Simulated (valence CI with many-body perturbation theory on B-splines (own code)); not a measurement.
Pm27+: electric-dipole lines

Level of theory: valence CI with perturbative core correlation (CI+MBPT): six valence electrons over a frozen Dirac-Fock core [Ar] 3d10, radial functions for each j: 9 s, 9 p, 8 d, 6 f, 3 g, 1 h, with the one-electron correlation potential Σ1, the two-electron term Σ2, the three-electron term Σ3, Breit, model QED; selected CI, second order for the rest, scaled by the run's own slope (own B-spline code, finite nucleus).

The last digits are not significant, and no measured levels were compared; by estimate large intervals hold to a few tenths of a per cent, small ones and those within an open d or f shell to about a per cent. Among the levels kept, up to 670 cm⁻¹ of a level comes from second order outside the variational space, and about a tenth of that is noise between levels of different J, which matters for small intervals.

Lines 1 to 50 of 90 in falling wavelength, among levels below 1342100 cm⁻¹, chosen from the strongest by gf and those to the six lowest levels. Wavelengths and rates use the calculated energies. Electric multipoles are in the length gauge, E1 and E2 with the static RPA response of the core. Weak lines are less certain than strong ones. Lines between different terms over intervals too small for the method are left out, as are lines whose strength nearly cancels. The highest levels of a list are the least certain.

Levels are named by their leading jj configuration (3d3/2^4 stands for four electrons in 3d with j = 3/2), which in mixed levels can hold well under half, so a name can repeat and another be missing. Letters in brackets count levels of one name in rising energy.

```tsv
λ vac (nm)	Upper	Lower	A (s⁻¹)	S (a.u.) with core polarisation	S without
35.88	(4s 4p1/2^2 4p3/2^3) J=1	(4s^2 4p3/2^4) J=0	2.59e+07	1.78e-03	1.91e-03
26.98	(4s^2 4p1/2^2 4p3/2 4d3/2) J=1	(4s^2 4p3/2^4) J=0	5.66e+07	1.65e-03	1.77e-03
20.75	(4s^2 4p1/2^2 4p3/2 4d5/2) J=1	(4s^2 4p3/2^4) J=0	1.16e+08	1.53e-03	1.65e-03
19.80	(4s 4p1/2^2 4p3/2^3) J=2	(4s^2 4p1/2 4p3/2^3) J=2	3.17e+09	6.08e-02	6.55e-02
19.28	(4s^2 4p1/2 4p3/2^2 4d3/2) J=1 [a]	(4s^2 4p3/2^4) J=0	2.35e+09	2.49e-02	2.68e-02
18.77	(4s 4p1/2^2 4p3/2^3) J=2	(4s^2 4p1/2 4p3/2^3) J=1	4.47e+09	7.29e-02	7.84e-02
18.15	(4s 4p1/2^2 4p3/2^3) J=1	(4s^2 4p1/2 4p3/2^3) J=2	5.36e+09	4.75e-02	5.10e-02
17.70	(4s^2 4p1/2 4p3/2^2 4d3/2) J=1 [b]	(4s^2 4p3/2^4) J=0	1.33e+09	1.09e-02	1.18e-02
17.28	(4s 4p1/2^2 4p3/2^3) J=1	(4s^2 4p1/2 4p3/2^3) J=1	1.94e+09	1.48e-02	1.60e-02
16.87	(4s^2 4p1/2^2 4p3/2 4d3/2) J=2	(4s^2 4p1/2 4p3/2^3) J=2	5.44e+07	6.44e-04	6.92e-04
16.49	(4s^2 4p1/2^2 4p3/2 4d3/2) J=3	(4s^2 4p1/2 4p3/2^3) J=2	2.38e+07	3.69e-04	3.92e-04
16.12	(4s^2 4p1/2^2 4p3/2 4d3/2) J=2	(4s^2 4p1/2 4p3/2^3) J=1	1.35e+08	1.40e-03	1.51e-03
15.85	(4s^2 4p1/2^2 4p3/2 4d3/2) J=0	(4s^2 4p1/2 4p3/2^3) J=1	8.62e+07	1.69e-04	1.78e-04
15.56	(4s^2 4p1/2^2 4p3/2 4d3/2) J=1	(4s^2 4p1/2 4p3/2^3) J=2	3.40e+09	1.89e-02	2.03e-02
15.07	(4s^2 4p1/2 4p3/2^2 4d5/2) J=1 [a]	(4s^2 4p3/2^4) J=0	1.57e+09	7.96e-03	8.55e-03
14.91	(4s^2 4p1/2^2 4p3/2 4d3/2) J=1	(4s^2 4p1/2 4p3/2^3) J=1	2.63e+09	1.29e-02	1.39e-02
14.55	(4s^2 4p1/2^2 4p3/2 4d5/2) J=2	(4s^2 4p1/2 4p3/2^3) J=2	1.31e+09	9.96e-03	1.07e-02
14.06	(4s^2 4p1/2 4p3/2^2 4d3/2) J=1 [c]	(4s^2 4p3/2^4) J=0	7.88e+08	3.24e-03	3.48e-03
13.98	(4s^2 4p1/2^2 4p3/2 4d5/2) J=2	(4s^2 4p1/2 4p3/2^3) J=1	1.90e+09	1.28e-02	1.38e-02
13.85	(4s^2 4p1/2^2 4p3/2 4d5/2) J=3	(4s^2 4p1/2 4p3/2^3) J=2	1.67e+07	1.53e-04	1.61e-04
13.50	(4s^2 4p1/2 4p3/2^2 4d3/2) J=1 [d]	(4s^2 4p3/2^4) J=0	1.73e+09	6.30e-03	6.79e-03
13.26	(4s^2 4p1/2^2 4p3/2 4d5/2) J=1	(4s^2 4p1/2 4p3/2^3) J=2	1.31e+06	4.53e-06	4.31e-06
12.96	(4s^2 4p1/2 4p3/2^2 4d5/2) J=1 [b]	(4s^2 4p3/2^4) J=0	2.02e+09	6.51e-03	6.98e-03
12.86	(4s 4p1/2^2 4p3/2^3) J=1	(4s^2 4p1/2^2 4p3/2^2) J=0	4.31e+09	1.36e-02	1.46e-02
12.80	(4s 4p1/2 4p3/2^4) J=0	(4s^2 4p1/2 4p3/2^3) J=1	2.77e+10	2.87e-02	3.09e-02
12.79	(4s^2 4p1/2^2 4p3/2 4d5/2) J=1	(4s^2 4p1/2 4p3/2^3) J=1	1.21e+09	3.76e-03	4.04e-03
12.78	(4s 4p1/2^2 4p3/2^3) J=2	(4s^2 4p1/2^2 4p3/2^2) J=2	1.78e+10	9.18e-02	9.87e-02
12.64	(4s^2 4p1/2 4p3/2^2 4d3/2) J=1 [a]	(4s^2 4p1/2 4p3/2^3) J=2	1.94e+10	5.80e-02	6.24e-02
12.23	(4s^2 4p1/2 4p3/2^2 4d3/2) J=2 [a]	(4s^2 4p1/2 4p3/2^3) J=2	3.45e+08	1.56e-03	1.65e-03
12.22	(4s^2 4p1/2 4p3/2^2 4d3/2) J=1 [a]	(4s^2 4p1/2 4p3/2^3) J=1	8.55e+08	2.31e-03	2.49e-03
12.07	(4s 4p1/2^2 4p3/2^3) J=1	(4s^2 4p1/2^2 4p3/2^2) J=2	2.02e+10	5.27e-02	5.66e-02
11.96	(4s^2 4p1/2 4p3/2^2 4d3/2) J=3 [a]	(4s^2 4p1/2 4p3/2^3) J=2	1.09e+07	6.42e-05	7.09e-05
11.95	(4s^2 4p1/2 4p3/2^2 4d3/2) J=1 [b]	(4s^2 4p1/2 4p3/2^3) J=2	2.52e+10	6.36e-02	6.83e-02
11.83	(4s^2 4p1/2 4p3/2^2 4d3/2) J=2 [a]	(4s^2 4p1/2 4p3/2^3) J=1	5.66e+07	2.31e-04	2.46e-04
11.68	(4s^2 4p1/2 4p3/2^2 4d3/2) J=0	(4s^2 4p1/2 4p3/2^3) J=1	1.49e+10	1.17e-02	1.25e-02
11.56	(4s^2 4p1/2 4p3/2^2 4d3/2) J=1 [b]	(4s^2 4p1/2 4p3/2^3) J=1	1.80e+09	4.11e-03	4.40e-03
11.50	(4s^2 4p1/2 4p3/2^2 4d5/2) J=3 [a]	(4s^2 4p1/2 4p3/2^3) J=2	1.96e+08	1.03e-03	1.09e-03
11.50	(4s^2 4p1/2^2 4p3/2 4d3/2) J=1	(4s^2 4p1/2^2 4p3/2^2) J=0	1.03e+10	2.32e-02	2.49e-02
11.49	(4s^2 4p1/2^2 4p3/2 4d3/2) J=2	(4s^2 4p1/2^2 4p3/2^2) J=2	6.07e+09	2.27e-02	2.43e-02
11.31	(4s^2 4p1/2^2 4p3/2 4d3/2) J=3	(4s^2 4p1/2^2 4p3/2^2) J=2	6.48e+08	3.24e-03	3.42e-03
11.17	(4s^2 4p1/2 4p3/2^2 4d3/2) J=2 [b]	(4s^2 4p1/2 4p3/2^3) J=2	4.99e+05	1.72e-06	2.20e-06
10.86	(4s^2 4p1/2^2 4p3/2 4d3/2) J=1	(4s^2 4p1/2^2 4p3/2^2) J=2	7.99e+10	1.52e-01	1.62e-01
10.83	(4s^2 4p1/2 4p3/2^2 4d3/2) J=2 [b]	(4s^2 4p1/2 4p3/2^3) J=1	9.93e+08	3.11e-03	3.32e-03
10.69	(4s^2 4p1/2 4p3/2^2 4d5/2) J=1 [a]	(4s^2 4p1/2 4p3/2^3) J=2	2.29e+10	4.13e-02	4.43e-02
10.49	(4s^2 4p1/2 4p3/2^2 4d3/2) J=2 [c]	(4s^2 4p1/2 4p3/2^3) J=2	1.16e+09	3.32e-03	3.59e-03
10.38	(4s^2 4p1/2 4p3/2^2 4d5/2) J=1 [a]	(4s^2 4p1/2 4p3/2^3) J=1	2.14e+10	3.54e-02	3.76e-02
10.37	(4s^2 4p1/2 4p3/2^2 4d5/2) J=2 [a]	(4s^2 4p1/2 4p3/2^3) J=2	8.32e+08	2.29e-03	2.44e-03
10.36	(4s^2 4p1/2^2 4p3/2 4d5/2) J=2	(4s^2 4p1/2^2 4p3/2^2) J=2	8.91e+10	2.45e-01	2.61e-01
10.36	(4s^2 4p1/2 4p3/2^2 4d3/2) J=3 [b]	(4s^2 4p1/2 4p3/2^3) J=2	9.70e+09	3.72e-02	3.95e-02
10.20	(4s^2 4p1/2 4p3/2^2 4d3/2) J=2 [c]	(4s^2 4p1/2 4p3/2^3) J=1	2.78e+10	7.27e-02	7.74e-02
```
